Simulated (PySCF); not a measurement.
GaHI₂, SMILES [I][GaH][I]. Atoms are numbered in the order given.

```xyz
4

Ga     0.0000     0.0000    -0.9859
H      0.0000     0.0000    -2.5535
I      0.0000    -2.1367     0.3124
I      0.0000     2.1367     0.3124
```

Geometry: PBE-D3(BJ)/def2-SVP. The def2 effective core potentials stand for the cores of I; spin–orbit coupling is left out.

These are TDA-LC-ωPBE/def2-SVPD in PySCF 2.14.0 values and carry that method's errors.

Vertical excitations. The molecule is in vacuum. State labels are in the subgroup C2v.

Computed excitation energies, oscillator strengths and character:
| state | symmetry | energy (eV) | λ (nm) | f | main pairs |
|---|---|---|---|---|---|
| S1 | A2 | 5.17 | 240 | 0.000 | HOMO→LUMO 96 % |
| S2 | B1 | 5.26 | 236 | 0.000 | HOMO−2→LUMO 95 % |
| S3 | B2 | 5.34 | 232 | 0.008 | HOMO→LUMO+1 73 %, HOMO−1→LUMO 18 % |
| S4 | A2 | 5.48 | 226 | 0.000 | HOMO−1→LUMO+1 89 % |
| S5 | A1 | 5.63 | 220 | 0.028 | HOMO−2→LUMO+1 85 % |
| S6 | B2 | 5.69 | 218 | 0.104 | HOMO−1→LUMO 70 %, HOMO→LUMO+1 13 % |
| S7 | B1 | 5.92 | 210 | 0.020 | HOMO−3→LUMO+1 86 % |
| S8 | A1 | 6.13 | 202 | 0.026 | HOMO−3→LUMO 86 % |
| S9 | A2 | 6.49 | 191 | 0.000 | HOMO−4→LUMO 96 % |
| S10 | B1 | 6.74 | 184 | 0.002 | HOMO−5→LUMO 94 % |
| T1 | B2 | 4.81 | 258 | 0 | HOMO→LUMO+1 84 % |
| T2 | A2 | 4.97 | 249 | 0 | HOMO→LUMO 45 %, HOMO−1→LUMO+1 44 % |
| T3 | A1 | 4.99 | 249 | 0 | HOMO−2→LUMO+1 85 % |
| T4 | B1 | 5.02 | 247 | 0 | HOMO−2→LUMO 86 % |
Triplets are in the Tamm–Dancoff approximation.
